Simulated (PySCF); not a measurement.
# Diatomics of Na with group 12

MP2 with double-zeta basis sets in PySCF, for the lowest determinant that a PBE0 search found; no spin–orbit coupling. De refers to high-spin ground-configuration atoms.

| M | basis | reference, frozen orbitals | state (unpaired electrons) | Re (Å) | ωe (cm⁻¹) | De (eV) |
| --- | --- | --- | --- | --- | --- | --- |
| Zn | cc-pVDZ/cc-pVDZ-PP | UHF, 1 | doublet (σ ↑) | 3.844 | 32.6 | 0.03 |
| Cd | def2-SVP | UHF, 1 | doublet (σ ↑) | 4.036 | 25.0 | 0.03 |
| Hg | def2-SVP | UHF, 1 | doublet (σ ↑) | 3.791 | 35.2 | 0.04 |

The shortest bond is that of NaHg (3.791 Å), the longest that of NaCd (4.036 Å).

The rows differ in basis set, which adds steps of its own.

Down a group the atoms grow and get heavier, so bonds lengthen and wavenumbers fall; the exceptions here are the shorter bond at Hg and the higher wavenumber at Hg. Relativity and the filled 4f shell contract the atoms of the sixth period.

Correlated steps freeze 1 core orbital. Weak bonds: NaCd, NaHg, NaZn. Basis-set superposition, not corrected here, can be much of De in a small basis, most of all at correlated wavefunction levels. Spin–orbit coupling is left out. States were picked by a PBE0 search and need not be the measured ground states.
